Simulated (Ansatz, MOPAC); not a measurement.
Species: C2H3O, charge 0, multiplicity 2. SMILES: [H]/[C]=C/O

Atoms: C1, C2, O3, H4, H5, H6. Bonds: C1-C2, C1-H4, C2-O3, C2-H5, O3-H6.

Bond lengths (Å) and angles (degrees) optimised at PM3 with MOPAC; PM6 with MOPAC; PM7 with MOPAC; B3LYP/LANL2DZ with Ansatz (a program for electronic structure), each started from the B3LYP-D3(BJ)/def2-TZVP structure (Ansatz) of the last column. A row stands for all coordinates that are equal there. No wavenumbers were computed at B3LYP/LANL2DZ, so these may be saddle points.

```tsv
coordinate	PM3	PM6	PM7	B3LYP/LANL2DZ	B3LYP-D3(BJ)/def2-TZVP
C1-C2	1.322	1.322	1.321	1.331	1.308
C1-H4	1.065	1.023	1.017	1.080	1.073
C2-O3	1.360	1.376	1.363	1.402	1.365
C2-H5	1.095	1.088	1.087	1.090	1.089
O3-H6	0.950	0.991	0.989	0.982	0.967
C1-C2-O3	124.3	124.3	123.9	126.4	127.2
C2-C1-H4	158.2	178.0	178.0	140.8	139.4
C1-C2-H5	126.0	127.2	127.9	124.1	122.0
O3-C2-H5	109.6	108.5	108.1	109.5	110.7
C2-O3-H6	108.8	111.9	112.0	111.3	108.7
```

Mean signed difference of all 5 bond lengths from B3LYP-D3(BJ)/def2-TZVP: PM3 -0.002 Å, PM6 0.000 Å, PM7 -0.005 Å, B3LYP/LANL2DZ 0.017 Å.
